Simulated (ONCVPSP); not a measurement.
vanadium: one change to an ONCV potential, before and after

```json
{"Element": "V (Z = 23)", "Generator": "ONCVPSP 4.0.1", "Type": "optimised norm-conserving Vanderbilt (ONCV)", "Functional": "PBE", "Relativity": "fully relativistic", "Frozen core": "[Ne]", "Valence charge": "13", "Reference configuration": "3s2 3p6 3d3 4s2", "Partial waves": "3s+4s: rc 1.35 bohr, ncon 3, nbas 7, qcut 7.4 1/bohr, 3 projectors, debl 0.6 Ha; 3p: rc 1.60 bohr, ncon 4, nbas 9, qcut 10.7 1/bohr, 1 projector; 3d: rc 1.60 bohr, ncon 3, nbas 7, qcut 10.7 1/bohr, 2 projectors, debl 3 Ha", "Local potential": "polynomial inside 0.90 bohr (lpopt 2, dvloc0 4 Ha)", "Core correction": "Teter function fitted to the true core (icmod 2), fcfact 0.3"}
```

Open shells are filled in proportion to 2j + 1.

Change: all radii but the core radius scaled by about 1.09 (s 1.46, p 1.74, d 1.74 bohr); local potential polynomial inside 0.98 bohr (lpopt 2, dvloc0 4 Ha).

Cutoffs: the cutoffs (Ha) at which the residual kinetic energy of the hardest occupied pseudo-wave falls to 1 and 0.1 mHa per electron; they do not see the model core or the augmentation charge, which bear on the density cutoff. Errors are all-electron minus pseudo energies relative to the spin-unpolarised reference configuration.

Task: What does the change do?

Result: The potential gets neither clearly harder nor softer (39 Ha and 45 Ha → 36 Ha and 42 Ha); the bound ghost in s disappears; of the 4 tests that both files solve, the error grows in 2 and shrinks in 0 by more than 15 % and 0.3 meV (median size 13.4 → 17.1 meV).

```csv
quantity,base,changed
"cutoff, loose",39 Ha,36 Ha
"cutoff, tight",45 Ha,42 Ha
loose cutoff by channel,"s 21 Ha, p 26 Ha, d 39 Ha","s 19 Ha, p 26 Ha, d 36 Ha"
bound ghosts,s,none
GHOST(+) flags under 300 eV,none,none
"error for 3s2 3p6 3d3 4s1, meV [ΔE 7.74 eV]",+0.4,+0.5
"error for 3s2 3p6 3d3 4s0, meV [ΔE 22.03 eV]",+1.1,+1.2
"error for 3s2 3p6 3d2 4s0, meV [ΔE 50.93 eV]",+26,+33
"error for 3s1 3p6 3d3 4s2, meV [ΔE 77.43 eV]",-154,-224
"rms error of d²Exc/dni dnj with the model core, mHa",5.93,5.81
```

 A true bound ghost makes a file unfit for plane-wave use even where its test errors are small: the radial tests pick states by their node count and pass the ghost by.
